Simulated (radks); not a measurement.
As3-, 36 electrons, occupied as [Kr]. Method: scalar-relativistic Kohn-Sham, LDA (Slater exchange, Perdew-Wang correlation), spin-unpolarised, spherical densities, finite nucleus; Fermi nuclear charge, rms radius 4.0968 fm; Watson sphere of charge +3 and radius 2.76 bohr; computed with a radial shooting solver on a logarithmic mesh with Libxc functionals.

Normalised radial functions P(r) = r R(r), r in bohr:

r,3s,3p,3d
0.001518,0.0738,0.0012,0.0000
0.001992,0.0946,0.0019,0.0000
0.002636,0.1214,0.0032,0.0000
0.003459,0.1536,0.0053,0.0000
0.004577,0.1939,0.0089,0.0001
0.006008,0.2401,0.0147,0.0001
0.007949,0.2938,0.0245,0.0003
0.01043,0.3493,0.0398,0.0006
0.01381,0.4032,0.0650,0.0012
0.01812,0.4420,0.1030,0.0026
0.02379,0.4512,0.1599,0.0055
0.03147,0.4072,0.2442,0.0118
0.04131,0.2885,0.3544,0.0239
0.05466,0.0719,0.4924,0.0482
0.07174,-0.2200,0.6298,0.0919
0.09492,-0.5429,0.7276,0.1704
0.1246,-0.7582,0.7090,0.2935
0.1649,-0.7175,0.4920,0.4784
0.2164,-0.3195,0.0544,0.7075
0.284,0.3664,-0.5360,0.9489
0.3758,1.0825,-1.0990,1.1401
0.4933,1.4353,-1.3673,1.1970
0.6527,1.2938,-1.2520,1.0913
0.8567,0.8450,-0.8760,0.8638
1.134,0.3858,-0.4535,0.5792
1.488,0.1229,-0.1735,0.3305
1.969,0.0236,-0.0435,0.1514
2.584,0.0027,-0.0071,0.0562
3.392,0.0001,-0.0006,0.0151
4.488,0.0000,0.0000,0.0024
5.89,0.0000,0.0000,0.0002
7.794,0.0000,0.0000,0.0000

3s: eigenvalue -186.99 eV, 2 radial nodes at r = 0.0588, 0.248 bohr, <r> = 0.600 bohr, 90 % of the charge inside 0.896 bohr. 3p: eigenvalue -130.91 eV, 1 radial node at r = 0.222 bohr, <r> = 0.618 bohr, 90 % of the charge inside 0.950 bohr. 3d: eigenvalue -38.489 eV, 0 radial nodes, <r> = 0.683 bohr, 90 % of the charge inside 1.15 bohr.
